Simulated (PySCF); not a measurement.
# What a mistake does to a calculation on AlCH4NSi

These are calculations, not measurements. The program is PySCF 2.14.0, an open-source quantum chemistry code, run on an isolated molecule that a program drew, which may never have been made. The molecule is AlCH4NSi (charge 0, singlet), drawn as the SMILES string `C[SiH]=[N][Al]`.

Each row is a Hartree-Fock (HF) and frozen-core CCSD(T) single point in the cc-pV(D+d)Z basis, meant for a local HF minimum. Run 1 is clean. Each other run has one planted mistake out of seven kinds, and not every kind appears here: one electron removed, one electron added, multiplicity raised by two, geometry at a saddle point, minimal basis STO-3G, one bond length entered in bohr, all coordinates scaled. The reference is restricted for singlets and unrestricted otherwise, and also for a bond in bohr. Adding or removing an electron swaps singlet and doublet. Electrons count all cores. HOMO and LUMO are orbital energies over both spins, the gradient is its largest component, and the lowest frequency (negative if imaginary) is given only where the gradient is small. Bond lengths are over the 7 bonds as drawn. T1 is the CCSD diagnostic: over 0.02 (restricted) or 0.045 (unrestricted) a single reference is doubtful.

Geometry of the clean run:
```xyz
8
AlCH4NSi, angstrom
C    -2.1831    1.0446    1.1454
Si   -0.8050    1.1276   -0.1015
N     0.5649    0.3639   -0.0551
Al    2.1256   -0.4603   -0.0717
H    -2.3839    2.0439    1.5449
H    -3.1034    0.7025    0.6612
H    -1.9381    0.3718    1.9674
H    -1.1835    2.0501   -1.1948
```

```
run  electrons  basis functions  <S^2>  HOMO (eV)  LUMO (eV)  gradient (hartree/bohr)  lowest frequency (cm^-1)  mean bond (Å)  longest bond (Å)      T1  HF (hartree)  CCSD(T) (hartree)                 mistake
  1         44               94  0.000      -7.53       1.58                  3.9e-05                        64         1.4220             1.860  0.0173    -625.51564         -626.02186                no fault
  2         43               94  0.755     -14.90      -5.82                  6.9e-02                         -         1.4220             1.860  0.0198    -625.27206         -625.74126    one electron removed
  3         44               94  0.000      -7.23       1.84                  6.3e-02                         -         1.3395             1.752  0.0151    -625.48204         -625.97585  all coordinates scaled
  4         45               94  0.908       0.37       6.66                  4.5e-02                         -         1.4220             1.860  0.0351    -625.47868         -626.00469      one electron added
  5         44               32  0.000      -3.98       7.88                  2.7e-02                         -         1.4220             1.860  0.0167    -618.01283         -618.25747                       ?
```

**Which mistake was planted in run 5, and what did it cost?**

It has 32 basis functions where the clean run has 94, with the same electrons and geometry. So the mistake is: minimal basis STO-3G. Subtracting run 1 and multiplying by 627.51 kcal/mol a hartree, the energy moved by 4708.1 kcal/mol in HF and 4872.2 kcal/mol in CCSD(T).

Cautions from the logs. Run 4: the HOMO is above zero, so the electron isn't bound and the energy depends on the basis.
